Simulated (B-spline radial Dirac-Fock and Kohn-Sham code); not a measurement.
## Dipole and non-dipole photoemission parameters of Dy 3d5/2

System: the Dy atom in the configuration [Xe] 4f10 6s2; threshold 1292.0 eV (tabulated edge). Method: Dirac-Hartree-Slater photoionisation with a Latter tail; cross sections with all multipoles, angular parameters from the dipole term and its interference with E2. Computed with a radial finite-basis atomic code.

```csv
hν (eV),σ (kb),β,γ,δ
1600,591,0.703,-0.148,-0.007
1660,539,0.774,-0.159,-0.004
2530,174,1.171,0.053,0.047
2660,151,1.188,0.099,0.051
3590,62.1,1.225,0.410,0.079
3910,47.8,1.221,0.506,0.088
5030,21.5,1.181,0.793,0.116
5530,15.8,1.157,0.900,0.129
5800,13.5,1.144,0.954,0.136
6640,8.58,1.103,1.105,0.157
8047.8,4.44,1.037,1.317,0.192
8250,4.07,1.028,1.343,0.197
9251.7,2.72,0.984,1.464,0.222
9720,?,?,?,?
15000,0.470,0.790,1.924,0.360
```

Question: Give the values at 9720 eV.

Answer: σ = 2.29 kb, β = 0.965, γ = 1.514, δ = 0.234.
